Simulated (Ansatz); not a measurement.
**Ligand exchange: GeH3(CH3) + GaH2I → GeH3I + GaH2(CH3)**

Gas-phase species: GeH3(CH3) (methyl germane), singlet; GaH2I `[GaH2][I]`, singlet; GeH3I `[GeH3][I]`, singlet; GaH2(CH3), singlet. The partners trade CH3 for I: Ge–CH3 and Ga–I bonds give way to Ge–I and Ga–CH3.

Shapes, held fixed at every level: PBE0-D4/def2-TZVP. Programs: Ansatz 0.2.0. Electronic energies: no zero-point or thermal term.

```
               level                   kind  ΔE (kJ/mol)  less CCSD(T)/def2-TZVPP
       HF/def2-TZVPP           Hartree–Fock        +63.8                     +2.9
    SPW92/def2-TZVPP                    LDA        +57.3                     -3.6
r2SCAN-D4/def2-TZVPP               meta-GGA        +59.0                     -1.9
 BHLYP-D4/def2-TZVPP          global hybrid        +59.6                     -1.3
       CCSD/def2-SVP  coupled cluster or CI        +64.2                     +3.3
     CCSD/def2-TZVPP  coupled cluster or CI        +60.9                      0.0
  CCSD(T)/def2-TZVPP  coupled cluster or CI        +60.9                      0.0
```

The highest level, CCSD(T)/def2-TZVPP, gives ΔE = +60.9 kJ/mol; the levels span +57.3 to +64.2. The column of differences is taken from that level and isn't an error. No measured value is set beside it here. For atoms past krypton def2 sets carry core potentials with scalar relativity. Relativity is left out for Ga, Ge. Outer-core shells of Ga, Ge, I are correlated, in sets that cover them unevenly.
